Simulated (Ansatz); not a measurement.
Basis sets compared for [CdCl4]2- (CdCl4²⁻). The state is a singlet with charge -2. Geometry PBE0-D4/def2-SVPD. Ansatz on 4 threads of Arm Neoverse V1 on a shared host; times are rough, and most runs start from earlier orbitals.

```xyz
5

Cd    0.000    0.000    0.000
Cl    2.297    1.089   -0.031
Cl   -0.094   -1.725    1.864
Cl   -0.428   -1.140   -2.232
Cl   -1.774    1.776    0.399
```

In the def2 sets Cd takes a core potential; there is no spin–orbit coupling. A multiply charged anion in the gas phase is held together partly by the finite basis. At PBE-D4/def2-SVPD, PBE-D4/def2-TZVPD the highest occupied level of the charge -2 singlet lies above zero (up to 1.04 eV). By energy differences its removal costs 1.20 eV (vertical, to the charge -1 doublet, at PBE-D4/def2-TZVPD); a positive level beside a positive removal energy at the same level points to self-interaction error.

```
            level  functions  energy (Eh)  HOMO (eV)  LUMO (eV)  wall time
 PBE-D4/def2-SVPD        142   -2007.4972       0.99       5.51      1.9 s
PBE0-D4/def2-SVPD        142   -2007.6454      -0.35       6.31      2.8 s
```

(1) Estimate the rows for PBE-D4/def2-TZVPD (with forces), PBE0-D4/def2-TZVPD.

Results:

(1) 
```tsv
level	functions	energy (Eh)	HOMO (eV)	LUMO (eV)	wall time
PBE-D4/def2-TZVPD (with forces)	224	-2008.1354	1.04	5.35	3.3 s
PBE0-D4/def2-TZVPD	224	-2008.2757	-0.27	5.95	5.5 s
```
